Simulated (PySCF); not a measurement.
A series of related molecules.

All values: PBE0/pcSseg-1 (PySCF) at GFN2-xTB geometries, gas phase, one conformer each.

(1) Rank by the highest IAO charge on any atom, highest value first.
A. `COC1=NC=CP=C1[SiH3]`
B. `COc1nccpc1F`
C. `COc1nccpc1C=O`

(2) Rank by LUMO energy, lowest first.
A. `CC(=O)c1nccpc1C`
B. `COc1nccpc1F`
C. `c1(nccpc1C=C)OC`
D. `COc1nccpc1C=O`
E. `COC1=NC=CP=C1C`

(3) Rank by HOMO–LUMO gap, lowest first.
A. `C=Cc1pccnc1OC`
B. `CC(=O)c1nccpc1C`
C. `COc1nccpc1F`
D. `c1cnc(OC)c(p1)[SiH3]`

Answers

(1) A (+0.619 e), C (+0.513 e), B (+0.417 e).

(2) D (-2.80 eV), A (-2.47 eV), C (-2.26 eV), B (-2.13 eV), E (-1.78 eV).

(3) A (4.33 eV), B (4.64 eV), C (5.06 eV), D (5.22 eV).

All values together:

```csv
SMILES,change,formula,μ (D),HOMO (eV),LUMO (eV),lowest IAO charge (e),highest IAO charge (e),lowest Hirshfeld charge (e),highest Hirshfeld charge (e)
COc1nccpc1C,parent,C6H8NOP,0.88,-6.97,-1.78,-0.435 (C),+0.405 (P),-0.160 (N),+0.134 (C)
COc1nccpc1F,CH3 replaced by F,C5H5FNOP,2.27,-7.19,-2.13,-0.432 (C),+0.417 (P),-0.154 (N),+0.122 (C)
C=Cc1pccnc1OC,CH3 replaced by vinyl,C7H8NOP,0.88,-6.58,-2.26,-0.429 (C),+0.415 (P),-0.158 (N),+0.138 (P/C)
COc1nccpc1[SiH3],CH3 replaced by SiH3,C5H8NOPSi,1.55,-7.28,-2.06,-0.562 (C),+0.619 (Si),-0.176 (C),+0.280 (Si)
CC(=O)c1nccpc1C,OCH3 replaced by COCH3,C7H8NOP,2.43,-7.11,-2.47,-0.471 (C),+0.409 (P),-0.206 (O),+0.163 (C)
COc1nccpc1C=O,CH3 replaced by CHO,C6H6NO2P,4.06,-7.43,-2.80,-0.439 (C),+0.513 (P),-0.232 (O),+0.180 (P)
```

Conformers: `[CH3:1][O:2][c:3]1[n:4][cH:5][cH:6][p:7][c:8]1[CH3:9]` with C1–O2–C3–N4 0°; `[CH3:1][O:2][c:3]1[n:4][cH:5][cH:6][p:7][c:8]1[F:9]` with C1–O2–C3–N4 -1°; `[CH2:1]=[CH:2][c:3]1[p:4][cH:5][cH:6][n:7][c:8]1[O:9][CH3:10]` with C1–C2–C3–P4 0°, N7–C8–O9–C10 0°; `[CH3:1][O:2][c:3]1[n:4][cH:5][cH:6][p:7][c:8]1[SiH3:9]` with C1–O2–C3–N4 0°; `[CH3:1][C:2](=[O:3])[c:4]1[n:5][cH:6][cH:7][p:8][c:9]1[CH3:10]` with C1–C2–C4–N5 0°; `[CH3:1][O:2][c:3]1[n:4][cH:5][cH:6][p:7][c:8]1[CH:9]=[O:10]` with C1–O2–C3–N4 0°, P7–C8–C9–O10 0°.

Give the shifts from the parent, `COc1nccpc1C`.

| SMILES | change in μ (D) | change in HOMO (eV) | change in LUMO (eV) |
| --- | --- | --- | --- |
| COc1nccpc1F | +1.39 | -0.22 | -0.35 |
| C=Cc1pccnc1OC | 0.00 | +0.39 | -0.48 |
| COc1nccpc1[SiH3] | +0.67 | -0.31 | -0.28 |
| CC(=O)c1nccpc1C | +1.55 | -0.14 | -0.69 |
| COc1nccpc1C=O | +3.18 | -0.46 | -1.02 |
